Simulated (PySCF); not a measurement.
A calculated (M06, PySCF 2.14, x2c-TZVPPall, the spin-free X2C one-electron Hamiltonian (Gaussian nucleus)) atom or ion has these occupied shells.

| shell | electrons | orbital energy (eV) | rms radius, mean of both spins (bohr) |
| --- | --- | --- | --- |
| 1s α | 1 | -30356.7 | 0.0325 |
| 1s β | 1 | -30356.5 | 0.0325 |
| 2s α | 1 | -4660.3 | 0.133 |
| 2s β | 1 | -4660.3 | 0.133 |
| 2p α | 3 | -4183.8 | 0.118 |
| 2p β | 3 | -4183.7 | 0.118 |
| 3s α | 1 | -934.67 | 0.352 |
| 3s β | 1 | -934.57 | 0.352 |
| 3p α | 3 | -777.56 | 0.353 |
| 3p β | 3 | -777.44 | 0.353 |
| 3d α | 5 | -537.53 | 0.332 |
| 3d β | 5 | -537.43 | 0.332 |
| 4s α | 1 | -166.69 | 0.840 |
| 4s β | 1 | -166.21 | 0.840 |
| 4p α | 3 | -117.93 | 0.909 |
| 4p β | 3 | -117.56 | 0.909 |
| 4d α | 5 | -46.294 | 1.11 |
| 4d β | 5 | -45.971 | 1.11 |
| 5s α | 1 | -23.919 | 2.30 |
| 5p α | 3 | -14.571 | 2.79 |

Task: Name the element and its charge.

Result: Sb⁺ (antimony, charge +1), in [Kr] 4d10 5s1 5p3, high-spin 5S determinant (an excited configuration).
